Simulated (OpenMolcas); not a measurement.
# Ionisation energies of calcium

* Program: OpenMolcas 26.06
* Basis: ANO-R2 [6s5p3d1f]
* Scalar Hamiltonian: X2C, finite nucleus
* Spin-orbit coupling: RASSI with atomic mean-field integrals over the reference wave functions, term energies averaged over their components

Active shells in each charge state: the valence s, p shells, with orbitals averaged over the low states. Where CASPT2's correlated closed shells are named, they are those of the first ion.

A. CASSCF
B. SS-CASPT2, IPEA 0.25 Eh, imaginary shift 0.1 Eh (closed shells correlated: 3s 3p)
C. SS-CASPT2, IPEA 0.25 Eh, imaginary shift 0.1 Eh (closed shells correlated: 2s 2p 3s 3p)
D. SS-CASPT2, IPEA 0.25 Eh, imaginary shift 0.1 Eh (closed shells correlated: none)
E. SS-CASPT2, IPEA 0 Eh, imaginary shift 0.1 Eh (closed shells correlated: 3s 3p)

Energies in eV between the lowest computed levels, named as in B; reference values from the NIST Atomic Spectra Database with their kind.

| From | To | A | B | C | D | E | Spin-orbit share in B | Reference |
| --- | --- | --- | --- | --- | --- | --- | --- | --- |
| Ca 4s² ¹S₀ | Ca+ 4s ²S_1/2 | 5.842 | 5.994 | 5.994 | 5.874 | 5.990 | +0.000 | 6.113 (measured) |
| Ca+ 4s ²S_1/2 | Ca2+ 3p⁶ ¹S₀ | 11.348 | 11.786 | 11.789 | 11.348 | 11.814 | +0.000 | 11.872 (measured) |

Error against the reference values, in %:

```tsv
From	Reference	A	B	C	D	E
Ca	measured	-4.4	-1.9	-1.9	-3.9	-2.0
Ca+	measured	-4.4	-0.7	-0.7	-4.4	-0.5
```

Mean absolute error over the 2 measured values: A 0.40 eV, B 0.10 eV, C 0.10 eV, D 0.38 eV, E 0.09 eV.
